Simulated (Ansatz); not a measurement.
Consider the ligand exchange at a Ga–N bond: `C=[N][GaH][CH3]` + H–F → `[CH3][GaH][F]` + `C=N`.

Program: Ansatz. Geometries: PBE0-D4/def2-TZVP. ΔE: electronic, gas phase. CCSD(T)/CBS adds triple-zeta CCSD(T) − MP2 to the extrapolated MP2 energy (def2 sets, frozen cores). This one scheme is used for every species. Functionals use def2-TZVPP. For Ga outer-core shells are correlated without core-valence functions, which leaves a few kJ/mol of doubt a bond. Scalar relativity is left out up to krypton. One conformer a species, not always the lowest.

```json
{"species": "`C=[N][GaH][CH3]`", "ωB97M-V energy (Eh)": "-2059.28539"}
{"species": "H–F", "ωB97M-V energy (Eh)": "-100.46072"}
{"species": "`[CH3][GaH][F]`", "ωB97M-V energy (Eh)": "-2065.15318"}
{"species": "`C=N`", "ωB97M-V energy (Eh)": "-94.62411"}
```

Problem. Work out ΔE.

Solution. ΔE = (-2065.15318) + (-94.62411) − (-2059.28539) − (-100.46072) = -0.03118 Eh = -19.6 kcal/mol. CCSD(T)/CBS gives -17.0 kcal/mol.

Largest T1 diagnostic among the species: 0.015.

The D4 term adds +1.7 kcal/mol with B3LYP and +1.0 kcal/mol with PBE0; it sums over pairs of atoms, weighted by their polarisabilities, and B3LYP, whose exchange is more repulsive, gets the larger term. In def2-TZVPP, CCSD(T) changes the Hartree–Fock value by +5.0 kcal/mol (the triples alone add +0.7 kcal/mol) and MP2 by +6.0 kcal/mol.

B3LYP here is the variant with VWN-RPA as its local correlation; programs differ in this.
